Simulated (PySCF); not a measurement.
A geometry optimisation on `CC[AsH]C`.

Method: PBE0-D3(BJ)/def2-SVP geometry optimisation, gas phase (PySCF 2.14.0). Start geometry: GFN2-xTB. A driver script takes a list of jobs; this job's settings line and coordinates (Å) are shown.

Command:
```bash
OMP_NUM_THREADS=1 python probes_run.py task.json out
```

Input:
```
{"job": {"xc": "PBE0", "basis": "def2-SVP", "d3": "d3bj", "grid": 1, "shake": 0.01, "kind": "geom"}, "charge": 0, "multiplicity": 1}
C     -2.079820    -0.144360    -0.381320
C     -0.690020     0.383040    -0.145370
As     0.618150    -0.483960    -1.354870
C      2.284720     0.171080    -0.416630
H     -2.395330     0.044720    -1.432450
H     -2.163690    -1.184810    -0.192950
H     -2.805970     0.386580     0.261540
H     -0.382980     0.229370     0.894220
H     -0.644780     1.471660    -0.307570
H      0.600280    -1.803680    -0.603040
H      2.401600     1.216510    -0.648830
H      2.163000     0.074030     0.673920
H      3.100660    -0.377080    -0.749950
```

Output:
```
step   0  E = -2354.82499687  max force = 0.053297
step   1  E = -2354.82998970  max force = 0.012622
step   2  E = -2354.83048321  max force = 0.004038
step   3  E = -2354.83052740  max force = 0.000610
step   4  E = -2354.83053874  max force = 0.001276
step   5  E = -2354.83054363  max force = 0.002131
step   6  E = -2354.83054766  max force = 0.001228
step   7  E = -2354.83054995  max force = 0.000199
optimisation converged
```

Energies in Eh; «max force» is the largest Cartesian gradient component in Eh/bohr.

Problem. Give the first gradient maximum in eV/Å.

Solution. With 1 Eh/bohr = 51.422 eV/Å, 2.741 eV/Å.

Problem. How much energy does the optimisation release, in kcal/mol?

Solution. E(step 0) − E(last step) = 0.005553 Eh, which is 3.5 kcal/mol.

In short: final energy -2354.83055 Eh after 7 steps; dipole 1.12 D.

Problem. Where do the atoms end?

Solution. 0.030 Å rms from the input after alignment:
```
atom  x, y, z in Å
C1    -2.0865   -0.1537   -0.1228
C2    -0.6688    0.3916   -0.0846
As3    0.5315   -0.5170   -1.3700
C4     2.2321    0.2009   -0.6850
H5    -2.5243   -0.0763   -1.1306
H6    -2.1188   -1.2158    0.1688
H7    -2.7462    0.3963    0.5672
H8    -0.2377    0.3153    0.9261
H9    -0.6553    1.4591   -0.3602
H10    0.5983   -1.8276   -0.5835
H11    2.3250    1.2489   -1.0058
H12    2.2911    0.1546    0.4115
H13    3.0704   -0.3642   -1.1177
```

On one thread, Arm Neoverse V2 (aarch64), shared host with 192 logical CPUs at a one-minute load of 70, this took 42 s and 0.51 GiB of memory at its peak.
Labels such as C1 count atoms from 1, the log's own numbers from 0.
